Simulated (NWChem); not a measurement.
System: C₂HF₂O₂, doublet; SMILES [C](F)(C(O)=O)F

Here is an NWChem input.

```
start job
memory heap 200 mb stack 900 mb global 1100 mb
geometry units angstroms
  O      1.043679     1.519321     0.066812
  C      0.760839     0.340541     0.055014
  O      1.663594    -0.653899     0.131967
  C     -0.578544    -0.162987    -0.042776
  F     -1.633778     0.612616    -0.129721
  F     -0.896993    -1.438851    -0.055863
  H      2.556071    -0.279435     0.196905
end
basis spherical
  * library def2-svp
end
dft
  odft
  mult 2
  xc pbe0
  iterations 150
end
driver
  maxiter 120
end
task dft optimize
task dft freq
```

The optimisation ended at a saddle point (imaginary frequency).

The level has its own optimisation; frequencies are unscaled. Brackets give each atom's bonded neighbours.

Q: What results follow from this input? (PBE0/def2-SVP, spin-unrestricted.) Quantities: r C–O [C(COO)–O(C)] (Å); r C–O [C(COO)–O(CH)] (Å); r C–C (Å); r H–O (Å); highest harmonic frequency (cm⁻¹); lowest (cm⁻¹); zero-point energy (kcal/mol); dipole (D).

A: 
```
Property                           Value
---------------------------------  -----
r C–O [C(COO)–O(C)] (Å)            1.342
r C–O [C(COO)–O(CH)] (Å)           1.354
r C–C (Å)                          1.333
r H–O (Å)                          0.966
highest harmonic frequency (cm⁻¹)   3858
lowest (cm⁻¹)                       -397
zero-point energy (kcal/mol)        20.7
dipole (D)                          2.38
```
